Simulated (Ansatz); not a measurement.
Calculation: frozen-core CCSD(T)/cc-pVTZ // B3LYP-D3(BJ)/def2-TZVP run with Ansatz (a program for electronic structure).

Ansatz 0.2 input:
```yaml
crystal:
  periodic: [false, false, false]
  atoms:
    - { symbol: C, position_ang: [-0.452366, -0.617364, -0.588148] }
    - { symbol: C, position_ang: [0.067593, 0.295958, 0.230822] }
    - { symbol: O, position_ang: [-0.606482, 1.360814, 0.746064] }
    - { symbol: S, position_ang: [1.726145, 0.357541, 0.843867] }
    - { symbol: H, position_ang: [-1.488013, -0.551489, -0.897798] }
    - { symbol: H, position_ang: [0.132298, -1.440822, -0.96462] }
    - { symbol: H, position_ang: [-1.515578, 1.344796, 0.422102] }
    - { symbol: H, position_ang: [2.136402, -0.749433, 0.20771] }
basis:
  gaussian: { orbitals: cc-pVTZ }
correlation:
  method: ccsd_t
```

Output:

```
Functional definition: HF
1044 factors; integrals over basis functions are off by at most 1.1e-3 eV
mean field evaluation 1: about -14976.5634 eV, gradient 3.5e1 eV
mean field evaluation 2: about -14976.8308 eV, gradient 3.5e1 eV
mean field evaluation 4: about -14979.8109 eV, gradient 3.7e0 eV
mean field evaluation 8: about -14979.8725 eV, gradient 3.8e-1 eV
mean field evaluation 16: about -14979.8735 eV, gradient 2.2e-6 eV
mean field -14979.87353509 eV, -550.5001986915 hartree, gradient 2.2e-6 eV, S^2 0.000000; 0 other end points of the search recorded, 0 dependent functions left out
8 core orbitals not correlated
reference -14979.87353509 eV, -550.5001986915 hartree; 12, 12 occupied and 160, 160 virtual orbitals, 1044 factors
second order -20.17424354 eV of doubles, -0.00000000 eV of singles
cycle   1  -20.39675984 eV  change   -2.2e-1 eV  update   9.8e-2
cycle   2  -20.90408159 eV  change   -5.1e-1 eV  update   3.0e-2
cycle   3  -21.01647645 eV  change   -1.1e-1 eV  update   1.5e-2
cycle   4  -21.00773422 eV  change    8.7e-3 eV  update   3.8e-3
cycle   5  -21.00728802 eV  change    4.5e-4 eV  update   1.5e-3
cycle   6  -21.00774201 eV  change   -4.5e-4 eV  update   4.5e-4
cycle   7  -21.00747341 eV  change    2.7e-4 eV  update   1.5e-4
cycle   8  -21.00746407 eV  change    9.3e-6 eV  update   4.7e-5
cycle   9  -21.00747746 eV  change   -1.3e-5 eV  update   1.9e-5
perturbative correction -0.94260118 eV, -0.0346399546 hartree
Total energy: -15001.82361373 eV, -551.3068492033 hartree
```

Cost: very roughly 50 core-seconds.
